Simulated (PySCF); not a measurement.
# Electron correlation in Rb⁺ (rubidium, charge +1)

[Kr], closed-shell 1S. All numbers are calculated (PySCF 2.14, the spin-free X2C one-electron Hamiltonian (Gaussian nucleus), in x2c-TZVPPall with one added diffuse shell each of s, p, d, f type (9s7p7d3f1g, 95 functions)). Frozen: [Ar] 3d10; 8 electrons correlated.

| level | correlation energy (mhartree) |
| --- | --- |
| CCSD | -177.61 |
| (T) | -4.31 |
| CCSD(T) | -181.92 |

Diagnostics: T1 = 0.0020, D1 = 0.0029, largest double amplitude 0.031.

Cost of the coupled-cluster step: of the order of 3 core-seconds, for 8 correlated electrons.

Iterations:

```
CC2 = 0
CCSD nocc = 4, nmo = 81
frozen orbitals [0, 1, 2, 3, 4, 5, 6, 7, 8, 9, 10, 11, 12, 13]
max_cycle = 100
direct = 0
conv_tol = 1e-08
conv_tol_normt = 1e-06
diis_space = 8
diis_start_cycle = 0
Init t2, MP2 energy = -2979.1405970338  E_corr(MP2) -0.162998507479437
Init E_corr(CCSD) = -0.162998507480057
cycle = 1  E_corr(CCSD) = -0.174932147152979  dE = -0.0119336397  norm(t1,t2) = 0.0184634
cycle = 2  E_corr(CCSD) = -0.177051177051201  dE = -0.0021190299  norm(t1,t2) = 0.00452587
cycle = 3  E_corr(CCSD) = -0.177604340957137  dE = -0.000553163906  norm(t1,t2) = 0.00127241
cycle = 4  E_corr(CCSD) = -0.17761636489298  dE = -1.20239358e-05  norm(t1,t2) = 0.000138506
cycle = 5  E_corr(CCSD) = -0.177608390764637  dE = 7.97412834e-06  norm(t1,t2) = 2.78206e-05
cycle = 6  E_corr(CCSD) = -0.177608294922168  dE = 9.58424691e-08  norm(t1,t2) = 2.70991e-06
cycle = 7  E_corr(CCSD) = -0.177608385086587  dE = -9.0164419e-08  norm(t1,t2) = 5.77165e-07
cycle = 8  E_corr(CCSD) = -0.177608388021075  dE = -2.93448749e-09  norm(t1,t2) = 7.81926e-08
CCSD converged
E(CCSD) = -2979.155206914344  E_corr = -0.1776083880210748
CCSD(T) correction = -0.00430514410494026
```

This basis was not built for core-valence correlation, so the inner-shell part is incomplete.
